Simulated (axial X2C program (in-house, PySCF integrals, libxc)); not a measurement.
**Estimating the spin–orbit splitting of the π levels of InBr**

Computed with an in-house all-electron X2C program for linear molecules (integrals from PySCF). Spin-free means the one-electron spin-free X2C Hamiltonian; two-component (2c) means X2C with spin–orbit coupling and atomic mean-field two-electron Coulomb and Gaunt terms, so the difference of the two also holds small scalar two-electron terms. Basis: In dyall-cv3z [11s12p9d4f1g], Br dyall-cv3z [8s9p6d4f1g] (cores contracted in-house); Gaussian nuclei, density fitting, unrestricted open shells. Masses: In 114.904 u, Br 78.918 u.

Hartree–Fock at 2.570 Å, closed shell. Valence p splittings ε(p3/2) − ε(p1/2) of spherical Dirac–Hartree–Fock atoms with fractionally filled p shells: Br 4p 0.555 eV.

```tsv
filled π level (eV), spin-free	Br p share	In p share
-10.58	0.92	0.04
```

In first order a p shell splits by 3ζ/2 and a π orbital by ζ. Estimate the splitting of each π level from the shares.

level -10.58 eV: (2/3) × (0.92 × 0.555) = 0.34 eV.

The two-component Hartree–Fock calculation gives:

```json
{"ε(ω = 1/2) (eV)": "-10.767", "σ share of it": "0.02", "ε(ω = 3/2) (eV)": "-10.402", "splitting (eV)": "0.36", "estimate (eV)": "0.34"}
```

The estimate leaves out the mixing of π1/2 with σ1/2 levels, which pushes the ω = 1/2 spinor up or down, the d and f parts of the orbital, small shares of the strongly split outer-core p shell of a metal, the Gaunt term (absent from the atomic values), and the change of the atomic p orbitals with charge; Löwdin shares depend on the basis.
